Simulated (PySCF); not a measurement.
## SbS: frontier orbitals

r²SCAN at R = 2.211 Å; basis Sb x2c-TZVPPall, S x2c-TZVPPall; spin-free X2C with a Gaussian nucleus; PySCF 2.14. State: ²Π (doublet), unpaired electrons π ↑. Only the outer orbitals are listed, counted within each symmetry.

```
spin  orbital  occ.  ε (eV)  on Sb (%)           main shells (%)
   α      13σ     1  -18.42         20           76 S s, 17 Sb s
   α      14σ     1  -13.26         72    69 Sb s, 19 S s, 9 S p
   α      15σ     1   -7.94         42   56 S p, 32 Sb p, 9 Sb s
   α       7π     1   -7.48         37           63 S p, 35 Sb p
   α       7π     1   -7.45         34           65 S p, 32 Sb p
   α       8π     1   -4.70         66           64 Sb p, 34 S p
   α       8π     0   -4.39         69           67 Sb p, 30 S p
   α      16σ     0   -0.58         77   65 Sb p, 26 S p, 8 Sb d
   α       3δ     0    3.95         93                   93 Sb d
   β      13σ     1  -18.19         21           76 S s, 16 Sb s
   β      14σ     1  -12.66         70   68 Sb s, 18 S s, 11 S p
   β      15σ     1   -7.74         43  54 S p, 32 Sb p, 11 Sb s
   β       7π     1   -7.38         31           68 S p, 29 Sb p
   β       7π     1   -6.81         27           72 S p, 24 Sb p
   β       8π     0   -4.11         72           70 Sb p, 28 S p
   β       8π     0   -3.19         75           74 Sb p, 23 S p
   β      16σ     0   -0.22         76           65 Sb p, 25 S p
```

Q: Which are the highest filled and the lowest empty level, where do they sit, and how wide is the gap?

A: Highest filled α 8π at -4.70 eV (in %: 64 Sb p, 34 S p); lowest empty α 8π at -4.39 eV (in %: 67 Sb p, 30 S p); the gap at r²SCAN is 0.31 eV. Both belong to one degenerate shell, split only by its one-sided filling, so this is no excitation gap.

```json
{
  "bond order (Mayer)": "2.21",
  "⟨S²⟩": "0.756",
  "charge on Sb (Mulliken, basis-dependent)": "0.39",
  "charge on Sb (Löwdin, basis-dependent)": "0.17",
  "dipole moment (positive dipole means Sb(−)S(+))": "-2.26 D"
}
```

Spin–orbit coupling is left out. The state is the lowest determinant that a PBE0 search found; another state may lie lower at other levels.
